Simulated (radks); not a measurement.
Q: Species: Pm. Configuration: [Xe] 4f5 6s2 (the NIST ground configuration). Method: Dirac Kohn-Sham, LDA (Slater exchange, Perdew-Wang correlation), spin-unpolarised, spherical densities, point nucleus; open shells are shared between the two j in proportion to 2j + 1; computed with a radial shooting solver on a logarithmic mesh with Libxc functionals.

Spin-orbit splittings of the eigenvalues, e(l+1/2) - e(l-1/2), with zeta = 2 splitting/(2l+1) and mean radii in bohr:

| shell | occ. | splitting (eV) | zeta (eV) | <r> j=l-1/2 | <r> j=l+1/2 |
|---|---|---|---|---|---|
| 2p | 6 | 559.6 | 373.0 | 0.08248 | 0.08899 |
| 3p | 6 | 112.5 | 74.98 | 0.2500 | 0.2626 |
| 3d | 10 | 24.40 | 9.759 | 0.2340 | 0.2379 |
| 4p | 6 | ? | ? | 0.6082 | 0.6371 |
| 4d | 10 | 4.389 | 1.756 | 0.6827 | 0.6931 |
| 4f | 5 | 0.4714 | 0.1347 | 1.055 | 1.078 |
| 5p | 6 | 3.317 | 2.211 | 1.630 | 1.727 |

Estimate the 4p splitting.

A: 24.70 eV (zeta = 16.47 eV).
